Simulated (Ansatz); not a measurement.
Isolated molecules relaxed with PBE0-D4/def2-TZVP in Ansatz; ΔE leaves out vibrations. CCSD(T)/CBS is the MP2 limit (def2-TZVPP, def2-QZVPP) plus CCSD(T) − MP2 in def2-TZVPP, frozen cores. This one scheme is used for every species. DFT in def2-TZVPP. Elements past krypton have def2 core potentials. For Hf outer-core shells are correlated without core-valence functions, which leaves a few kJ/mol of doubt a bond. One conformer a species, not always the lowest.

`[NH2][Hf]([OH])([F])[Cl]` + NH₃ → `[NH2][Hf]([NH2])([OH])[Cl]` + H–F  (ligand exchange at the Hf–F bond)

```json
{"level": "PBE-D4", "ΔE (kcal/mol)": "28.8", "difference from CCSD(T)/CBS": "1.8"}
{"level": "BLYP-D4", "ΔE (kcal/mol)": "29.7", "difference from CCSD(T)/CBS": "2.7"}
{"level": "r2SCAN-D4", "ΔE (kcal/mol)": "30.1", "difference from CCSD(T)/CBS": "3.1"}
{"level": "B97M-V", "ΔE (kcal/mol)": "31.3", "difference from CCSD(T)/CBS": "4.3"}
{"level": "r2SCANh-D4", "ΔE (kcal/mol)": "29.7", "difference from CCSD(T)/CBS": "2.7"}
{"level": "BHLYP-D4", "ΔE (kcal/mol)": "29.3", "difference from CCSD(T)/CBS": "2.3"}
{"level": "ωB97X-V", "ΔE (kcal/mol)": "30.1", "difference from CCSD(T)/CBS": "3.1"}
{"level": "ωB97M-V", "ΔE (kcal/mol)": "29.4", "difference from CCSD(T)/CBS": "2.4"}
{"level": "B2PLYP", "ΔE (kcal/mol)": "29.6", "difference from CCSD(T)/CBS": "2.6"}
{"level": "BLYP", "ΔE (kcal/mol)": "31.3", "difference from CCSD(T)/CBS": "4.3"}
{"level": "LC-ωPBE", "ΔE (kcal/mol)": "31.0", "difference from CCSD(T)/CBS": "4.0"}
{"level": "RPA@PBE/def2-TZVPP", "ΔE (kcal/mol)": "27.2", "difference from CCSD(T)/CBS": "0.2"}
{"level": "MP2/def2-SVP", "ΔE (kcal/mol)": "30.4", "difference from CCSD(T)/CBS": "3.4"}
{"level": "CCSD/def2-SVP", "ΔE (kcal/mol)": "31.0", "difference from CCSD(T)/CBS": "4.0"}
{"level": "HF/def2-TZVPP", "ΔE (kcal/mol)": "31.1", "difference from CCSD(T)/CBS": "4.1"}
{"level": "CCSD/def2-TZVPP", "ΔE (kcal/mol)": "27.7", "difference from CCSD(T)/CBS": "0.7"}
{"level": "CCSD(T)/CBS", "ΔE (kcal/mol)": "27.0", "difference from CCSD(T)/CBS": "0"}
```

Largest T1 diagnostic among the species: 0.015.

From BLYP to BHLYP (50 % exact exchange), in def2-TZVPP and without D4, ΔE moves by −0.8 kcal/mol. At CCSD(T), def2-SVP lies +3.7 kcal/mol from the extrapolated value and def2-TZVPP +0.3 kcal/mol.
